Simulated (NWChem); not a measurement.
System: GeH$_{3}$, doublet; SMILES [GeH3]

```xyz
4

Ge     0.0000     0.0000    -0.0910
H     -0.5093    -1.3769    -0.5625
H     -0.9378     1.1295    -0.5625
H      1.4471     0.2474    -0.5625
```
Atoms are numbered in this order, from 1.

Program: NWChem. Spin-unrestricted. In the optimisation the excess spin sits in a (C3, its own frame). Coordinates come from a PBE0/def2-SVP, spin-unrestricted optimisation. No stability test was run on the SCF state. Principal shifts from the free-electron g value, in parts per thousand; spin-orbit coupling by linear response on scalar ZORA.

**Question.** Estimate the computed values for B3LYP/x2c-SVPall, ZORA. Quantities: Δg1 (ppt); Δg2 (ppt); Δg3 (ppt); isotropic Δg (ppt).

**Answer.** 
```yaml
"Δg1 (ppt)": -0.29
"Δg2 (ppt)": 15.96
"Δg3 (ppt)": 15.96
isotropic Δg (ppt): 10.54
```
